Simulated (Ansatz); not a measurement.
Geometry optimisation, UKS r2SCAN-D4/def2-SVP in Ansatz 0.2.0.

Input file:

```yaml
crystal:
  periodic: [false, false, false]
  atoms:
    - { symbol: B, position_ang: [-1.25173, -0.34553, -0.53574] }
    - { symbol: Se, position_ang: [-0.14434, -0.53802, 0.79184] }
    - { symbol: O, position_ang: [1.39269, 0.60778, 0.20323] }
    - { symbol: H, position_ang: [-2.07509, -0.31255, -1.33129] }
    - { symbol: H, position_ang: [0.39664, -1.03235, 2.13493] }
magnetization:
  spin_polarized: true
  initial_magnetization: 1
basis:
  gaussian: { orbitals: def2-SVP }
hamiltonian:
  xc: r2scan
  dispersion: d4
relax:
  f_tol: 0.02
  max_steps: 50
```

Run as:

```bash
$ ansatz run input.yaml --threads 2 --pin off --max-ram 3072MiB --backend cpu --events-out ev --progress --plain --runs-dir out
```

Problem. Where does it end, and by what steps?

Solution. The forces met the threshold. After 23 steps the energy has fallen by 4.915 eV; H5 moved furthest, 2.09 Å. Parted: Se2–H5 (1.53 → 2.72 Å). Joined: B1–H5 (3.21 → 1.20 Å).

```
step  energy less start (eV)  largest force component (eV/Å)  accepted
   0                  0.0000                           3.295       yes
   1                 -0.7830                           4.140       yes
   2                 -1.3843                           3.166       yes
   3                 -0.4148                          13.935        no
   4                 -1.6853                           0.898       yes
   5                 -1.7558                           0.267       yes
   6                 -1.8322                           0.582       yes
   7                 -1.9403                           1.288       yes
   8                 -2.0681                           0.886       yes
   9                 -2.1162                           0.950       yes
  10                 -2.1660                           0.415       yes
  11                 -2.1921                           0.352       yes
  12                 -2.2265                           0.472       yes
  13                 -2.3085                           0.413       yes
  14                 -2.4325                           0.832       yes
  15                 -2.6747                           1.238       yes
  16                 -3.3029                           2.083       yes
  17                 -4.2528                           1.825       yes
  18                 -4.7731                           1.068       yes
  19                 -4.8576                           0.635       yes
  20                 -4.9031                           0.208       yes
  21                 -4.9144                           0.079       yes
  22                 -4.9150                           0.027       yes
  23                 -4.9151                           0.013       yes
```

```xyz
5
Properties=species:S:1:pos:R:3
B -1.018 -0.512 0.170
Se 0.807 -0.343 -0.454
O 1.615 0.364 0.873
H -1.805 -0.995 -0.603
H -1.282 -0.134 1.278
```

Run time: 27 s on 2 threads of AMD EPYC 9R45 96-Core Processor (Zen 5), with other jobs on the host, peak memory 0.21 GiB.
